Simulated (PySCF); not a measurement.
CH$_{5}$N$_{2}$ (SMILES NC=[NH2+]), charge +1, singlet, at a GFN2-xTB geometry. Base run: MP2/6-311G** (PySCF).

Input for PySCF:
```python
from pyscf import gto, scf, mp

mol = gto.Mole()
mol.atom = '''
    N     1.147973    0.200189    0.037003
    C     0.000007   -0.404009    0.153975
    N    -1.147979    0.124745   -0.160841
    H     1.219546    1.147517   -0.316976
    H     2.011570   -0.256763    0.296387
    H     0.000026   -1.419647    0.541054
    H    -1.219587    1.067368   -0.527158
    H    -2.011559   -0.388961   -0.050290
'''
mol.basis = '6-311g**'
mol.charge = 1
mol.spin = 0
mol.verbose = 4
mol.build()

mf = scf.RHF(mol)
mf.kernel()

pt = mp.MP2(mf, frozen=3)
pt.kernel()
print('E(MP2) = %.10f' % pt.e_tot)
mf.analyze()
```

Variants of this job, named by their change:

```
change                 basis functions      E (Eh)  MP2 correlation (Eh)  SCF-reference HOMO (eV)  SCF-reference HOMO-LUMO gap (eV)
---------------------  ---------------  ----------  --------------------  -----------------------  --------------------------------
base                                84  -149.99865              -0.48682                   -17.59                             15.94
basis = STO-3G                      20  -147.76931              -0.16230                   -16.73                             16.94
basis = 6-31G                       37  -149.70647              -0.29697                   -17.56                             15.76
basis = 3-21G                       37         [?]                   [?]                      [?]                               [?]
basis = def2-SV(P)                  52  -149.76540              -0.43215                   -17.74                             16.10
basis = 6-31G*                      52  -149.89726              -0.43546                   -17.56                             16.05
basis = def2-SVP                    67         [?]                   [?]                      [?]                               [?]
basis = pc-1                        67         [?]                   [?]                      [?]                               [?]
basis = def2-SVPD                  [?]         [?]                   [?]                      [?]                               [?]
basis = 6-311++G**                 101  -150.00216              -0.48874                   -17.62                             14.76
basis = 6-311+G(2d,p)              111  -150.02918              -0.51254                   -17.61                             15.10
basis = aug-pcseg-1                114  -149.91940              -0.47954                   -17.62                             14.70
basis = def2-TZVP                  123  -150.08371              -0.55233                   -17.63                             15.78
```

### Question
Some entries are withheld; supply them.

### Answer

- basis = 3-21G, E (Eh): -148.93985
- basis = 3-21G, MP2 correlation (Eh): -0.29695
- basis = 3-21G, SCF-reference HOMO (eV): -17.53
- basis = 3-21G, SCF-reference HOMO-LUMO gap (eV): 16.07
- basis = def2-SVP, E (Eh): -149.82298
- basis = def2-SVP, MP2 correlation (Eh): -0.46060
- basis = def2-SVP, SCF-reference HOMO (eV): -17.67
- basis = def2-SVP, SCF-reference HOMO-LUMO gap (eV): 16.03
- basis = pc-1, E (Eh): -149.89548
- basis = pc-1, MP2 correlation (Eh): -0.46487
- basis = pc-1, SCF-reference HOMO (eV): -17.72
- basis = pc-1, SCF-reference HOMO-LUMO gap (eV): 15.88
- basis = def2-SVPD, basis functions: 100
- basis = def2-SVPD, E (Eh): -149.85103
- basis = def2-SVPD, MP2 correlation (Eh): -0.48032
- basis = def2-SVPD, SCF-reference HOMO (eV): -17.69
- basis = def2-SVPD, SCF-reference HOMO-LUMO gap (eV): 15.63

Totals compare only among sets that treat the same electrons; sets with core potentials leave the core out.
